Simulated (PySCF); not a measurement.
# Worked example: refractive index and permittivity of the vapour

Cd(Et)2 (C₄H₁₀Cd), SMILES C[CH2][Cd][CH2]C.

Coordinates come from a PBE0-D3(BJ)/def2-SVP optimisation. The isomer is the one that the SMILES or the coordinates give; other isomers of the formula were not compared. The def2 effective core potentials stand for the cores of Cd; spin–orbit coupling is left out. One conformer was computed; it need not be the lowest.

PySCF with r2SCAN/def2-TZVP gives a mean static polarisability of 86.5 bohr³ and a dipole moment of 0.13 D. Take an ideal gas at 298.15 K and 1 bar, whether or not the substance is that volatile.

### Question
Work out n − 1 in the optical limit and the static ε − 1.

### Answer

Polarisability volume α' = 86.5 × 0.148185 = 12.82 Å³. Number density N = p/kT = 2.43e-5 Å⁻³.
Dilute limit of Lorentz–Lorenz: n − 1 = 2π N α' = 0.0020.
Orientation term of Debye: μ²/(3kT) = 8.098 Å³ × μ²(D²) = 0.14 Å³.
ε − 1 = 4π N (α' + μ²/3kT) = 0.0040. Orientation of the dipole supplies 1 % of the static response; it can't follow optical fields. Vibrational polarisation and dispersion are left out.
